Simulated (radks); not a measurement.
Species: Sc7+. Configuration: [Ne] 3s2 3p2.

Method: non-relativistic Kohn-Sham, LB94 model potential, spin-polarised, spherical densities, point nucleus; open shells are filled with parallel spins first; computed with a radial shooting solver on a logarithmic mesh with Libxc functionals.

Energy parts (hartree):
kinetic: 746.15358
electron-nucleus: -1694.36221
Hartree: 239.57527
(The LB94 potential has no energy functional, so no total or exchange-correlation energy is given.)

Orbitals (lengths in bohr, moments of r in powers of bohr; r(max) is where P^2 peaks; r(90%) holds 90 % of the orbital's charge):
| orbital | occ. | eigenvalue (hartree) | r(max) | <1/r> | <r^2> | r(90%) |
|---|---|---|---|---|---|---|
| 1s down | 1 | -168.1485 | 0.04836 | 20.57 | 0.007214 | 0.131 |
| 1s up | 1 | -168.1406 | 0.04836 | 20.57 | 0.007217 | 0.131 |
| 2s up | 1 | -23.03938 | 0.2854 | 4.270 | 0.1389 | 0.532 |
| 2s down | 1 | -23.03210 | 0.2858 | 4.257 | 0.1396 | 0.533 |
| 2p up | 3 | -20.08571 | 0.2317 | 4.228 | 0.1142 | 0.500 |
| 2p down | 3 | -20.06336 | 0.2320 | 4.219 | 0.1148 | 0.502 |
| 3s up | 1 | -6.57358 | 0.8807 | 1.450 | 1.079 | 1.43 |
| 3s down | 1 | -6.49726 | 0.8728 | 1.469 | 1.067 | 1.42 |
| 3p up | 2 | -5.76059 | 0.8881 | 1.381 | 1.138 | 1.48 |
| 3p down | 0 | -5.68809 | 0.8775 | 1.402 | 1.123 | 1.48 |
| 3d up | 0 | -4.52817 | 0.8097 | 1.228 | 1.146 | 1.54 |
| 3d down | 0 | -4.48407 | 0.7815 | 1.250 | 1.112 | 1.52 |
| 4s up | 0 | -3.08740 | 1.948 | 0.7188 | 4.411 | 2.81 |
| 4s down | 0 | -3.04807 | 1.955 | 0.7130 | 4.470 | 2.82 |

The highest occupied level is 3p up at -156.75 eV. For comparison, the ionisation energy in NIST's Atomic Spectra Database is 158.1 eV (semi-empirical). In exact Kohn-Sham theory the highest level is minus the ionisation energy, but local and semilocal functionals leave it too shallow, through self-interaction and a potential that decays too fast; potentials with the right tail come closer. Spin moment in Bohr magnetons: 2. The spin density at the nucleus is -0.366 e/bohr^3 (1s -0.358, 2s 1.491, 3s -1.499), a Fermi contact field of -19.2 T. The density falls to 0.001 e/bohr^3 at r = 2.23 bohr. The electron density at the nucleus is 6211 e/bohr^3. Summed over all electrons, <r^2> = 5.401 bohr^2, which gives a Langevin (diamagnetic) susceptibility term of -4.28 x 10^-6 cm^3/mol.
